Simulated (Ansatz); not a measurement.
Reaction (redistribution): `N[SiH2]N[SiH](N)F` + `C[SiH](N)[GeH2][NH2]` → `C[SiH](N)[SiH2]N` + `[NH2][GeH2][NH][SiH](N)F`

Gas-phase electronic energies from Ansatz, PBE0-D4/def2-TZVP geometries. CCSD(T)/CBS adds triple-zeta CCSD(T) − MP2 to the extrapolated MP2 energy (def2 sets, frozen cores). Functionals use def2-TZVPP. B3LYP here is the variant with VWN-RPA as its local correlation; programs differ in this. For Ge outer-core shells are correlated without core-valence functions, which leaves a few kJ/mol of doubt a bond. Scalar relativity is left out up to krypton. One conformer a species, not always the lowest.

(1) Is it downhill or uphill in electronic energy at CCSD(T)/CBS, and by how much? (An estimate is asked.)

(2) What do these levels give: r2SCAN-D4, ωB97M-V, B3LYP, MP2/def2-TZVPP, CCSD(T)/def2-TZVPP, HF/CBS(def2)? (Estimate.)

Largest T1 diagnostic among the species: 0.011.

Answers

(1) The calculation gave: Uphill: ΔE = +65.1 kJ/mol.

(2) Computed: r2SCAN-D4 66.5, ωB97M-V 68.9, B3LYP 67.3, MP2/def2-TZVPP 64.9, CCSD(T)/def2-TZVPP 61.7, HF/CBS(def2) 63.8 kJ/mol.
